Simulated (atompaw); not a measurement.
## An all-electron radial function and its pseudo partner (terbium)

Columns: radius, all-electron u(r) and pseudo u(r) of the 5d shell (level -2.45 eV) of terbium in the configuration [Kr] 4d10 4f8 5s2 5p6 5d1 6s2 6p0; PBEsol, scalar-relativistic, PAW (atompaw) scheme, atompaw 4.2.0.5.

| r (bohr) | all-electron | pseudo |
| --- | --- | --- |
| 0.104 | 0.1502 | 0.0001 |
| 0.208 | 0.0904 | 0.0006 |
| 0.312 | -0.1183 | 0.0020 |
| 0.415 | -0.2427 | 0.0049 |
| 0.519 | -0.2477 | 0.0096 |
| 0.623 | -0.1707 | 0.0167 |
| 0.727 | -0.0553 | 0.0268 |
| 0.831 | 0.0694 | 0.0404 |
| 0.935 | 0.1875 | 0.0580 |
| 1.038 | 0.2907 | 0.0799 |
| 1.142 | 0.3784 | 0.1070 |
| 1.246 | 0.4495 | 0.1392 |
| 1.350 | 0.5053 | 0.1767 |
| 1.454 | 0.5475 | 0.2191 |
| 1.558 | 0.5780 | 0.2660 |
| 1.662 | 0.5988 | 0.3161 |
| 1.765 | 0.6113 | 0.3673 |
| 1.869 | 0.6175 | 0.4186 |
| 1.973 | 0.6183 | 0.4668 |
| 2.077 | 0.6150 | 0.5090 |
| 2.181 | 0.6083 | 0.5421 |
| 2.285 | 0.5992 | 0.5641 |
| 2.388 | 0.5883 | 0.5738 |
| 2.492 | 0.5760 | 0.5722 |
| 2.596 | 0.5626 | 0.5623 |
| 2.700 | 0.5486 | 0.5486 |

(1) How many radial nodes do the two functions have?

(2) Is the pseudo-wave norm-conserving?

## Answers

(1) The all-electron 5d function has n − l − 1 = 2; the pseudo-wave has 0, since the states of the same l below it are removed with the core.

(2) No, it belongs to a PAW set: the norm inside the radius is not constrained, and the difference is carried by the augmentation charge.
